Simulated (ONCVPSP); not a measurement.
## boron: variants of one ONCV potential

Base potential:

boron (B), optimised norm-conserving Vanderbilt (ONCV), made with ONCVPSP 4.0.1 (PBEsol, scalar-relativistic). Core [He], reference 2s1.5 (charge +1.5). Waves: 2s: rc 1.10 bohr, ncon 3, nbas 8, qcut 5.4 1/bohr, 2 projectors, debl 0.9 Ha; p scattering state at 0.12 Ha: rc 0.90 bohr, ncon 3, nbas 8, qcut 10.6 1/bohr, 2 projectors, debl 1.3 Ha; d scattering state at 0.35 Ha: rc 0.85 bohr, ncon 4, nbas 8, qcut 9.6 1/bohr, 2 projectors, debl 1.1 Ha. Local part: polynomial inside 0.75 bohr (lpopt 5, dvloc0 -1 Ha). Core correction: polynomial model core, fcfact 0.2.

In the s channel the program set the typed energies aside and used -0.927, 0.250 Ha. In the p channel the program set the typed energies aside and used 0.050, 1.350 Ha.

All-electron outer shells of the reference configuration (PBEsol, scalar-relativistic, ld1.x):

| shell | level (eV) | outermost node (bohr) | outermost maximum (bohr) |
| --- | --- | --- | --- |
| 1s | -200.91 | – | 0.21 |
| 2s | -25.23 | 0.46 | 1.42 |

Cutoffs, loose and tight: the cutoffs (Ha) at which the residual kinetic energy of the hardest occupied pseudo-wave falls to 1 and 0.1 mHa per electron. They do not see the model core or the augmentation charge, which bear on the density cutoff. Test errors are all-electron minus pseudo excitation energies from the reference, over the configurations 2s2 2p1; 2s2; 2s1; 2s1 2p1. A dash means not determined; rows that change the core or the reference have their own tests.

| change | outcome | cutoff, loose | cutoff, tight | bound ghosts | GHOST(+) flags above zero | largest test error (meV) |
| --- | --- | --- | --- | --- | --- | --- |
| base | generated, projector energies reset by the program | 13 Ha | 25 Ha | none | d | +11 |
| s: qcut 5 | generated, projector energies reset by the program | 13 Ha | 44 Ha | none | d | +11 |
| all radii but the core radius scaled by about 1.17 (s 1.28, p 1.06, d 1.00 bohr); local potential polynomial inside 0.88 bohr (lpopt 5, dvloc0 -1 Ha) | generated, projector energies reset by the program | 12 Ha | 24 Ha | none | s | +13 |
| d: rc 0.82 | generated, projector energies reset by the program | 13 Ha | 25 Ha | none | d | +11 |
| p: rc 1.06 | generated, projector energies reset by the program | 13 Ha | 25 Ha | none | d | +13 |
